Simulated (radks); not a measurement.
Task: Valence configurations of Hf III (all share [Xe]). All-electron calculation, Dirac Kohn-Sham, PBE, spin-unpolarised, spherical densities, finite nucleus; open shells fill j = l - 1/2 first; Fermi nuclear charge, rms radius 5.347 fm. Program: a radial shooting solver on a logarithmic mesh with Libxc functionals. Order these by energy: 4f13 5d2 6p1; 4f12 5d4; 4f11 5d3 6p2; 4f13 5d3; 4f13 5d1 6p2; 4f14 5d1 6p1; 4f14 5d1 6s1; 4f14 5d2; 4f13 6p3; 4f14 6p2.

Result: From the lowest, in eV above it: 4f14 5d1 6s1 0.000; 4f14 5d2 0.143; 4f14 5d1 6p1 5.106; 4f14 6p2 11.430; 4f13 5d3 17.170; 4f13 5d2 6p1 23.370; 4f13 5d1 6p2 31.071; 4f12 5d4 40.835; 4f13 6p3 41.643; 4f11 5d3 6p2 90.967. NIST lists [Xe] 4f14 5d2 as the ground configuration; this level of theory puts 4f14 5d1 6s1 lower, by 0.143 eV. The energies are those of spherical spin-averaged densities, not of single terms.
